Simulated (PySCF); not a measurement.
# Computed properties of Sb(Br)(Me)2 (C2H6BrSb), SMILES [CH3][Sb]([CH3])[Br]

Sb(Br)(Me)2 (C2H6BrSb), SMILES [Br][Sb]([CH3])[CH3]. Coordinates come from a PBE0-D3(BJ)/def2-SVP optimisation. The structure was generated by enumeration; whether it is a known compound was not checked. The def2 effective core potentials stand for the cores of Sb; spin–orbit coupling is left out. The values are those of a single conformer. All values are computed for the isolated molecule unless a solvent is named; none is compared with measurement here.

**Structure.** The optimised structure has Cs symmetry. All 24 harmonic modes at PBE0-D3(BJ)/def2-SVP (PySCF) are real, so it is a minimum. With heavy atoms numbered as in [Sb:1]([Br:2])([CH3:3])[CH3:7], the shortest bond between them is Sb1–C3 at 2.164 Å and the longest Sb1–Br2 at 2.546 Å.

**Vibrations.** The strongest infrared lines (harmonic, unscaled, degenerate partners summed) lie at 839 cm⁻¹ (27 km/mol, H 79 %, C 20 %), 766 cm⁻¹ (23 km/mol, H 82 %, C 17 %), 523 cm⁻¹ (22 km/mol, C 70 %, H 18 %, Sb 11 %). The softest mode is at 106 cm⁻¹ and the zero-point energy is 45.9 kcal/mol.

**Electronic structure.** CAM-B3LYP/def2-TZVP (PySCF) places the frontier levels at -8.25 and -0.46 eV, a gap of 7.79 eV, and gives a dipole moment of 3.06 D and a mean polarisability of 87.3 bohr³. PBE/def2-TZVP (PySCF) at the same geometry gives -5.97 and -2.18 eV, so its gap is 4.00 eV narrower. An orbital gap is neither the optical nor the fundamental gap.

**Excitations.** TDA-ωB97X/def2-SVPD (PySCF) has S1 at 4.60 eV (269 nm, f = 0.079, bright); the most intense of the 10 singlets computed lies at 7.84 eV (f = 0.68). T1 (TDA) is at 3.72 eV, 0.88 eV under S1. TDA-PBE/def2-SVPD (PySCF) puts S1 at 4.13 eV. No vertical singlet excitation falls in the visible range (under 3.1 eV).
